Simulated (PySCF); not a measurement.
Spectrum to structure. Level of theory: PySCF 2.14.0, density-fitted response routines, TDDFT CAM-B3LYP/def2-SVPD, vertical, gas phase, core orbitals frozen in the response. Geometries: PBE0-D3(BJ)/def2-SVP, one conformer each.

```tsv
state	λ (nm)	f
S1	236.7	0.0001
S2	193.7	0.341
S3	171.7	0.159
S4	164.0	0.0009
S5	152.8	0.0007
S6	151.5	0.045
S7	145.5	0.052
S8	141.7	0.0006
S9	139.0	0.0011
S10	138.4	0.0008
```

Triplets computed (Tamm–Dancoff): 3.80, 4.83, 5.71, 7.07 eV.

Question: Which candidate is it? All have the formula C5H5F3O2.
A. `C=CC(=O)OCC(F)(F)F`
B. `FC(F)(F)OC1=COCC1`
C. `O[C@@]12C[C@@H]1[C@H]2OC(F)(F)F`

Answer: A. Its S1, at 5.24 eV, is the lowest among the candidates; the nearest of the others has S1 at 5.84 eV. S1 is HOMO-1→LUMO (93%). Löwdin shares by element: HOMO carbon 79% or more, oxygen 11% or more; LUMO carbon 68% or more, oxygen 13% or more (atoms not listed hold the other 19%). At the same level the other candidates give, for their lowest levels:
- `FC(F)(F)OC1=COCC1`: 212 nm (f 0.004); 206 nm (f 0.152); 190 nm (f 0.000); 179 nm (f 0.001); 177 nm (f 0.000); T1 3.85 eV; HOMO -7.63, LUMO 1.17 eV
- `O[C@@]12C[C@@H]1[C@H]2OC(F)(F)F`: 186 nm (f 0.018); 175 nm (f 0.010); 170 nm (f 0.024); 167 nm (f 0.019); 154 nm (f 0.061); T1 6.38 eV; HOMO -8.36, LUMO 1.17 eV

Shape of the structure used: `[CH2:1]=[CH:2][C:3](=[O:4])[O:5][CH2:6][C:7]([F:8])([F:9])[F:10]`: C1–C2–C3–O4 0°, C2–C3–O5–C6 177°, C3–O5–C6–C7 -110°, O5–C6–C7–F8 -63°.
